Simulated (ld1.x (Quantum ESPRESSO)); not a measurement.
**Configuration tests for silver (Ag) (TM)**

ld1.x (Quantum ESPRESSO) 7.5 input, shortened:

```
&input
   title='Ag', zed=47., rel=2, dft='PBE', iswitch=3,
   config='[Kr] 4d10 5s0.75 5p0', rel_dist='average'
 /
 &inputp
   pseudotype=2, tm=.true., lloc=0,
   nlcc=.false.
 /
3
4P  2  1   6.00   0.00  1.20  1.20  0.0
4D  3  2  10.00   0.00  1.85  1.85  0.0
5S  1  0   0.75   0.00  1.75  1.75  0.0
 &test
   configts(1)='4p6 4d10 5s0.75 5p0'
 /
```

Open shells are filled in proportion to 2j + 1 (rel_dist='average').

Energies are relative to the spin-unpolarised reference configuration 4p6 4d10 5s0.75 5p0; without spin polarisation the order of configurations can differ from experiment.

Give the all-electron excitation energy and the error of the potential for: 4p6 4d10 5s1 5p0; 4p6 4d10 5s0 5p0; 4p6 4d9 5s0 5p0; 4p6 4d10 5s0.5 5p0; 4p6 4d10 5s0 5p1; 4p5 4d10 5s1 5p0; 4p6 4d8 5s0 5p0.

```
valence configuration  charge  ΔE all-electron (eV)  error AE − PS (meV)
     4p6 4d10 5s1 5p0       0                -1.302                  0.0
     4p6 4d10 5s0 5p0      +1                 6.457                 -0.9
      4p6 4d9 5s0 5p0      +2                28.572                  -65
   4p6 4d10 5s0.5 5p0    +0.5                 1.716                  0.0
     4p6 4d10 5s0 5p1       0                 2.560                 -364
     4p5 4d10 5s1 5p0      +1                64.068                 -189
      4p6 4d8 5s0 5p0      +3                64.763                 -331
```

Levels in the configuration 4p6 4d10 5s0 5p0:

| level | all-electron (eV) | pseudo (eV) |
| --- | --- | --- |
| 4p j=1/2 | -70.291 | -70.264 |
| 4p j=3/2 | -65.218 | -65.194 |
| 4d j=3/2 | -15.981 | -15.972 |
| 4d j=5/2 | -15.414 | -15.406 |

These tests converged, but a pseudo level misses the all-electron one widely, so the file describes the atom poorly there or has found another state: 4p6 4d8 5s0 5p0: empty 5p by 2.6 eV.
